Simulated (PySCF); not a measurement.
**Spinor energies of Lu⁺ (lutetium, charge +1)**

Start: [Xe] 4f14 5d1 6s1; 5d5/2 filled at m_j = +5/2; 6s1/2 filled at m_j = +1/2. Calculated with PySCF 2.14 in x2c-TZVPall-2c (11s11p10d2f1g, 117 functions): generalised Hartree-Fock with the X2C-1e Hamiltonian and a Gaussian nucleus; spin-orbit coupling (SO) screened by Boettger's factors. This is a chosen level, not necessarily the ground level.

```json
{"spinor shell": "1s1/2", "electrons": "2", "ε, screened SO (eV)": "-63639.7", "weight of nominal j (screened SO)": "1.000", "rms radius, screened SO (bohr)": "0.0219"}
{"spinor shell": "2s1/2", "electrons": "2", "ε, screened SO (eV)": "-10971.4", "weight of nominal j (screened SO)": "1.000", "rms radius, screened SO (bohr)": "0.0884"}
{"spinor shell": "2p1/2", "electrons": "2", "ε, screened SO (eV)": "-10452.2", "weight of nominal j (screened SO)": "1.000", "rms radius, screened SO (bohr)": "0.0754"}
{"spinor shell": "2p3/2", "electrons": "4", "ε, screened SO (eV)": "-9329.3", "weight of nominal j (screened SO)": "1.000", "rms radius, screened SO (bohr)": "0.0825"}
{"spinor shell": "3s1/2", "electrons": "2", "ε, screened SO (eV)": "-2549.3", "weight of nominal j (screened SO)": "1.000", "rms radius, screened SO (bohr)": "0.227"}
{"spinor shell": "3p1/2", "electrons": "2", "ε, screened SO (eV)": "-2319.7", "weight of nominal j (screened SO)": "1.000", "rms radius, screened SO (bohr)": "0.218"}
{"spinor shell": "3p3/2", "electrons": "4", "ε, screened SO (eV)": "-2075.8", "weight of nominal j (screened SO)": "1.000", "rms radius, screened SO (bohr)": "0.232"}
{"spinor shell": "3d3/2", "electrons": "4", "ε, screened SO (eV)": "-1690.7", "weight of nominal j (screened SO)": "1.000", "rms radius, screened SO (bohr)": "0.206"}
{"spinor shell": "3d5/2", "electrons": "6", "ε, screened SO (eV)": "-1637.9", "weight of nominal j (screened SO)": "1.000", "rms radius, screened SO (bohr)": "0.210"}
{"spinor shell": "4s1/2", "electrons": "2", "ε, screened SO (eV)": "-542.09", "weight of nominal j (screened SO)": "1.000", "rms radius, screened SO (bohr)": "0.509"}
{"spinor shell": "4p1/2", "electrons": "2", "ε, screened SO (eV)": "-447.26", "weight of nominal j (screened SO)": "1.000", "rms radius, screened SO (bohr)": "0.520"}
{"spinor shell": "4p3/2", "electrons": "4", "ε, screened SO (eV)": "-391.26", "weight of nominal j (screened SO)": "1.000", "rms radius, screened SO (bohr)": "0.552"}
{"spinor shell": "4d3/2", "electrons": "4", "ε, screened SO (eV)": "-234.81", "weight of nominal j (screened SO)": "1.000", "rms radius, screened SO (bohr)": "0.585"}
{"spinor shell": "4d5/2", "electrons": "6", "ε, screened SO (eV)": "-224.30", "weight of nominal j (screened SO)": "1.000", "rms radius, screened SO (bohr)": "0.597"}
{"spinor shell": "5s1/2", "electrons": "2", "ε, screened SO (eV)": "-80.141", "weight of nominal j (screened SO)": "1.000", "rms radius, screened SO (bohr)": "1.27"}
{"spinor shell": "5p1/2", "electrons": "2", "ε, screened SO (eV)": "-50.744", "weight of nominal j (screened SO)": "0.997", "rms radius, screened SO (bohr)": "1.42"}
{"spinor shell": "5p3/2", "electrons": "4", "ε, screened SO (eV)": "-43.761", "weight of nominal j (screened SO)": "0.998", "rms radius, screened SO (bohr)": "1.54"}
{"spinor shell": "4f5/2", "electrons": "6", "ε, screened SO (eV)": "-29.917", "weight of nominal j (screened SO)": "0.999", "rms radius, screened SO (bohr)": "0.792"}
{"spinor shell": "4f7/2", "electrons": "8", "ε, screened SO (eV)": "-28.369", "weight of nominal j (screened SO)": "0.999", "rms radius, screened SO (bohr)": "0.805"}
{"spinor shell": "6s1/2", "electrons": "1", "ε, screened SO (eV)": "-12.673", "weight of nominal j (screened SO)": "1.000", "rms radius, screened SO (bohr)": "3.69"}
{"spinor shell": "5d5/2", "electrons": "1", "ε, screened SO (eV)": "-11.755", "weight of nominal j (screened SO)": "1.000", "rms radius, screened SO (bohr)": "2.82"}
```

| quantity | screened SO |
| --- | --- |
| E (hartree) | -14566.61785 |
| M_J | 3 |
| ⟨J²⟩ | 12.008 |
| ⟨L²⟩ | 6.114 |
| ⟨S²⟩ | 2.115 |

Each row is a mean over spinors that exchange with the open shell spreads, by up to 2.442 eV (5p3/2).

Breit and QED terms are absent; they matter most for the inner s and p1/2 levels.

Densities and radii are taken from the X2C orbitals without a picture-change correction, which distorts them close to the nucleus.
